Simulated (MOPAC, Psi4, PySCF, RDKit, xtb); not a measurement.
Two geometries of SMILES O=C(O)[SiH2]CS (C2H6O2SSi), relaxed at B3LYP-D3(BJ)/def2-SVP with one dihedral held; other torsions can differ between them too.

Structure A

```
12

O     -2.3623     0.5449    -0.7884
C     -1.3837     0.1179    -1.3520
O     -1.1601     0.3208    -2.6704
Si    -0.0491    -1.0010    -0.5116
C     -0.5793    -2.7982    -0.7543
S      0.6109    -3.9740     0.0117
H     -1.9108     0.8458    -3.0104
H     -0.0167    -0.6500     0.9293
H      1.2806    -0.7821    -1.1447
H     -0.7429    -3.0422    -1.8156
H     -1.5346    -2.9687    -0.2331
H      1.6796    -3.6299    -0.7446
```

Structure B

```
12

O     -1.3190     1.2884     0.6267
C     -1.4089     0.1643     0.1830
O     -2.5928    -0.4687     0.0855
Si     0.0850    -0.8684    -0.4898
C      1.6134    -0.3152     0.4634
S      2.0344     1.4512     0.1642
H     -3.2770     0.1467     0.4150
H     -0.2119    -2.3146    -0.2818
H      0.2037    -0.5727    -1.9420
H      1.5023    -0.5148     1.5417
H      2.4852    -0.8946     0.1200
H      0.8176     1.9362     0.5097
```

Which is lower in energy at the level DF-MP2 (frozen core)/cc-pVTZ // B3LYP-D3(BJ)/def2-SVP (Psi4), and by how much?

B is lower, by 6.21 kJ/mol (dihedral O1–C2–Si4–C5: 90° in A, 30° in B).

E(B) − E(A) in kJ/mol at the other levels, on the same two geometries: MMFF94 // B3LYP-D3(BJ)/def2-SVP (RDKit) 2.18; B3LYP/def2-TZVP // B3LYP-D3(BJ)/def2-SVP (Psi4) -2.75; B3LYP-D3(BJ)/def2-TZVP // B3LYP-D3(BJ)/def2-SVP (Psi4) -5.88; PBE/def2-TZVP // B3LYP-D3(BJ)/def2-SVP (Psi4) -4.41; PBE-D3(BJ)/def2-TZVP // B3LYP-D3(BJ)/def2-SVP (Psi4) -6.12; wB97X-D/def2-TZVP // B3LYP-D3(BJ)/def2-SVP (Psi4) -4.75; HF/cc-pVTZ // B3LYP-D3(BJ)/def2-SVP (Psi4) -0.63; UFF // B3LYP-D3(BJ)/def2-SVP (RDKit) 12.17; AM1, restricted, heats of formation // B3LYP-D3(BJ)/def2-SVP (MOPAC) -3.38; PM6, restricted, heats of formation // B3LYP-D3(BJ)/def2-SVP (MOPAC) -9.40; GFN1-xTB // B3LYP-D3(BJ)/def2-SVP (xtb) -5.65; restricted B3LYP/6-31G*, spherical d, density fitting // B3LYP-D3(BJ)/def2-SVP (PySCF) -5.55; restricted Hartree-Fock/6-31G*, spherical d, density fitting // B3LYP-D3(BJ)/def2-SVP (PySCF) -1.28; restricted M06-2X/6-31G*, spherical d, density fitting // B3LYP-D3(BJ)/def2-SVP (PySCF) -8.49; restricted B3LYP/6-311+G**, spherical d, density fitting // B3LYP-D3(BJ)/def2-SVP (PySCF) -3.38.
